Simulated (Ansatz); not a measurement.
Reaction (hydrogenolysis of a C–C bond): `C[CH2][Ge][F]` + H₂ → `[CH3][Ge][F]` + CH₄

Computed with Ansatz on PBE0-D4/def2-TZVP structures; ΔE is electronic, products minus reactants. CCSD(T)/CBS is the MP2 limit (def2-TZVPP, def2-QZVPP) plus CCSD(T) − MP2 in def2-TZVPP, frozen cores. This one scheme is used for every species. Functionals use def2-TZVPP. HSE06 is defined as in plane-wave codes. For Ge outer-core shells are correlated without core-valence functions, which leaves a few kJ/mol of doubt a bond. Scalar relativity is left out up to krypton. One conformer a species, not always the lowest.

Question: Is it downhill or uphill in electronic energy at CCSD(T)/CBS, and by how much? (Best estimate.)

Answer: Ansatz gave: Downhill: ΔE = -18.7 kcal/mol.

Question: What do these levels give: HSE06-D4, ωB97M-V, PBE-QIDH, BLYP, r2SCAN, HF/def2-SVP, HF/def2-TZVPP, MP2/def2-TZVPP, CCSD/def2-TZVPP, MP2/def2-QZVPP, HF/CBS(def2), MP2/CBS(def2)? (An estimate is asked.)

Answer: Computed: HSE06-D4 -19.2, ωB97M-V -19.5, PBE-QIDH -19.6, BLYP -21.5, r2SCAN -19.8, HF/def2-SVP -23.3, HF/def2-TZVPP -23.8, MP2/def2-TZVPP -18.4, CCSD/def2-TZVPP -20.0, MP2/def2-QZVPP -18.2, HF/CBS(def2) -23.9, MP2/CBS(def2) -18.0 kcal/mol.

Question: What do rigid-rotor, harmonic-oscillator terms from PBE0-D4/def2-TZVP frequencies (298.15 K, 1 bar) make of the CCSD(T)/CBS value? (An estimate is asked.)

Answer: The calculation gave: ΔZPE = +3.5 kcal/mol, ΔH = -15.7 kcal/mol, ΔS = 19 J/(mol·K), ΔG = -17.1 kcal/mol. Modes under 50 cm⁻¹ make the entropy rough.

Largest T1 diagnostic among the species: 0.013.

In def2-TZVPP, CCSD(T) changes the Hartree–Fock value by +4.7 kcal/mol (the triples alone add +0.9 kcal/mol) and MP2 by +5.4 kcal/mol. The D4 term adds +2.1 kcal/mol with B3LYP and +1.1 kcal/mol with PBE0; it sums over pairs of atoms, weighted by their polarisabilities, and B3LYP, whose exchange is more repulsive, gets the larger term.

B3LYP here is the variant with VWN-RPA as its local correlation; programs differ in this.
